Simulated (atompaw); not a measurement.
**An all-electron radial function and its pseudo partner (neodymium (Nd))**

Columns: radius, all-electron u(r) and pseudo u(r) of the 5s shell (level -46.47 eV) of neodymium in the configuration [Kr] 4d10 4f4 5s2 5p6 5d0 6s1 6p0; PBEsol, scalar-relativistic, PAW (atompaw) scheme, atompaw 4.2.0.5.

```tsv
r (bohr)	all-electron	pseudo
0.112	-0.0196	0.1047
0.223	0.3238	0.2071
0.335	-0.1638	0.3077
0.446	-0.5024	0.4034
0.558	-0.4487	0.4941
0.669	-0.1581	0.5768
0.781	0.1969	0.6510
0.892	0.5079	0.7139
1.004	0.7406	0.7649
1.115	0.8866	0.8017
1.227	0.9602	0.8239
1.338	0.9761	0.8304
1.450	0.9508	0.8213
1.562	0.8981	0.7972
1.673	0.8296	0.7596
1.785	0.7524	0.7100
1.896	0.6735	0.6517
2.008	0.5955	0.5868
2.119	0.5224	0.5201
2.231	0.4542	0.4540
2.342	0.3929	0.3929
2.454	0.3376	0.3376
2.565	0.2892	0.2892
2.677	0.2464	0.2464
2.788	0.2096	0.2096
2.900	0.1775	0.1775
```

Q: How many radial nodes do the two functions have?

A: The all-electron 5s function has n − l − 1 = 4 (the table is too coarse to show those close to the nucleus); the pseudo-wave has 0, since the states of the same l below it are removed with the core.

Q: At about which radius was the pseudo-wave matched?

A: 2.35 bohr. The columns agree to 0.0005 from 2.23 bohr on; several derivatives are matched, so the curves merge somewhat inside the radius.

Q: Is the pseudo-wave norm-conserving?

A: No, it belongs to a PAW set: the norm inside the radius is not constrained, and the difference is carried by the augmentation charge.
